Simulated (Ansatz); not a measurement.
Cl2 (SMILES ClCl), singlet, geometry from GFN2-xTB, atoms displaced at random by about 0.05 Å a coordinate. Base run: PBE0/def2-SVP (Ansatz, an electronic-structure program).

Here is a job for Ansatz.
Ansatz 0.2 input:
```yaml
crystal:
  periodic: [false, false, false]
  atoms:
    - {symbol: Cl, position_ang: [-0.05524142, 0.01170909, -1.05831950]}
    - {symbol: Cl, position_ang: [-0.03218011, 0.00533073, 1.03086439]}
basis:
  gaussian:
    orbitals: def2-SVP
hamiltonian:
  xc: pbe0
relax: {}
```

The base run was repeated with changes; each row names its change, and settings that it needs were set with it.

| change | ΔE vs base (kJ/mol) | optimiser steps |
|---|---|---|
| base | 0.00 | 4 |
| relax = f_tol: 0.002 | 0.00 | 4 |
| relax = f_tol: 0.0005 | 0.00 | 4 |
| relax = max_displacement: 0.02 | 0.00 | 4 |
| relax = max_displacement: 0.5 | 0.00 | 4 |
| relax = f_tol: 0.1 | 0.01 | 3 |
| relax = f_tol: 0.05 | 0.00 | 4 |
